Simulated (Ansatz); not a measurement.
Molecule: InCl, charge 1, multiplicity 2. 
Geometry from a B3LYP-D3(BJ)/def2-TZVP (Ansatz, a first-principles code) optimisation:
```
In
Cl 1 2.3457
```
Charge +1, spin multiplicity 2.

Basis-set convergence of Hartree-Fock and CCSD(T) correlation energies (hartree) with Ansatz. Cores are frozen in the correlated levels unless marked. Open shells are spin-unrestricted. No spin-orbit coupling. Frozen are the shells of the preceding noble gas and the d and f shells that filled before the atom's block. In def2 rows, elements after Kr have scalar-relativistic effective core potentials.

```csv
basis,functions,E(HF),"E(corr, CCSD(T))"
def2-SVPD,59,-648.34377,-0.18608
def2-TZVPPD,107,-648.50159,-0.24232
def2-QZVPPD,167,-648.51514,-0.26215
```

Extrapolating the two largest sets (X = 3 and 4) as X^-3: E(corr) = (64·(-0.26215) - 27·(-0.24232))/37 = -0.2766 Eh, an estimate of the basis-set limit. The largest set recovers 94.8 % of it, the smallest 67.3 %.
